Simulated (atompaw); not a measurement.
Cutoff test, tellurium, PAW (atompaw)

atompaw 4.2.0.5 input, output lines left out:

```
Te 52
GGA-PBE loggrid 1500 logderivrange -5 5 251
5 5 4 0 0 0
5 1 3.75
0 0 0
c
c
c
c
v
c
c
c
v
c
v
2
2.65 2.25 2.25 1.80
y
-0.75
n
y
1.25
n
y
-2.05
n
custom rrkj gramschmidtortho sinc
3 1 vpsmatchnc
2.20
2.20
2.65
2.65
1.10
1.10
```

The pseudo-atom Hamiltonian at the reference potential is diagonalised in spherical Bessel functions j_l(qr) that vanish at 20 bohr, with q² up to the cutoff. All-electron valence levels (Ry): 5s -1.1691, 5p -0.5763, 4d -3.3675.

How do the lowest levels (Ry) of each channel move with the cutoff, and are there ghosts?

```csv
cutoff (Ry),s #1,s #2,p #1,p #2,p #3,d #1,f #1,Σ f·Δε (mRy)
8,-1.1697,-0.1023,-0.5752,-0.0279,0.0691,-0.2877,0.0741,30805.5
18,-133.1493,-1.1691,-0.5763,-0.0280,0.0690,-1.3637,0.0741,20040.0
30,-484.8090,-1.1691,-13.2986,-0.5764,-0.0280,-2.3722,0.0741,9954.3
50,-537.2082,-1.1692,-22.2188,-0.5764,-0.0280,-3.1922,0.0741,1754.4
70,-549.3414,-1.1692,-23.5157,-0.5764,-0.0280,-3.3480,0.0741,196.5
110,-553.8563,-1.1692,-23.7437,-0.5764,-0.0280,-3.3664,0.0741,12.7
160,-555.7612,-1.1692,-23.7497,-0.5764,-0.0280,-3.3675,0.0741,1.5
260,-556.8884,-1.1692,-23.7499,-0.5764,-0.0280,-3.3676,0.0741,0.2
400,-557.2926,-1.1692,-23.7499,-0.5764,-0.0280,-3.3676,0.0741,0.0
```

Result: ghost states, extra bound levels that the all-electron valence spectrum of the same l lacks: s at -7582.4 eV, p at -323.1 eV (a true bound ghost makes a file unfit for plane-wave use); 10 mRy is reached at 140 Ry and 1 mRy at 200 Ry.
